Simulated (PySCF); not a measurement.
Cl2GaHS, SMILES [SH][Ga]([Cl])[Cl]. Coordinates come from a PBE0-D3(BJ)/def2-SVP optimisation. The values are those of a single conformer.

Method: PBE0-D3(BJ)/def2-SVP run with PySCF 2.14.0.

Harmonic wavenumbers (cm⁻¹): 108, 125, 134, 271, 367, 459, 466, 716, 2713. Rotational constants (GHz): 2.122, 2.080, 1.050; symmetry number 1.

Question: Work out the zero-point energy and the ideal-gas rigid-rotor harmonic-oscillator thermochemistry at 298.15 K and 1 atm.

Answer: ZPE = ½ Σ hcν = ½ × 5359 cm⁻¹ = 7.66 kcal/mol. H − E(el) = 12.22 kcal/mol. Entropy in cal/(mol K): translation 41.36, rotation 28.63, vibration 13.70, total 83.70. G − E(el) = -12.73 kcal/mol. Cp = 20.47 cal/(mol K). Modes under 150 cm⁻¹ make the vibrational entropy uncertain.
